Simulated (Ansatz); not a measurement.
Basis-set series for C$_{2}$H$_{6}$O$_{2}$Zn (`C[O][Zn][O]C`). Charge 0, multiplicity 1. The structure was optimised at the PBE0-D4/def2-TZVP level. It is one conformer, not always the lowest.

| functional | basis | functions | energy (Eh) | HOMO (eV) | LUMO (eV) |
| --- | --- | --- | --- | --- | --- |
| PBE0-D4 | def2-TZVPP | 272 | -2009.25642 | -7.47 | -0.95 |
| PBE0-D4 | def2-QZVPP | 508 | -2009.31587 | -7.49 | -1.01 |
| ωB97M-V | def2-TZVPP | 272 | -2009.57134 | -9.88 | 0.62 |
| ωB97M-V | def2-QZVPP | 508 | -2009.62878 | -9.90 | 0.36 |

Task: Give the rows for def2-SVP. (Estimate.)

Result: Ansatz gave: 
```json
{"functional": "PBE0-D4", "basis": "def2-SVP", "functions": "117", "energy (Eh)": "-2008.72549", "HOMO (eV)": "-7.11", "LUMO (eV)": "-0.68"}
{"functional": "ωB97M-V", "basis": "def2-SVP", "functions": "117", "energy (Eh)": "-2009.03072", "HOMO (eV)": "-9.49", "LUMO (eV)": "0.83"}
```

Positive LUMOs are unbound and depend on the basis. Scalar relativity is left out up to krypton.
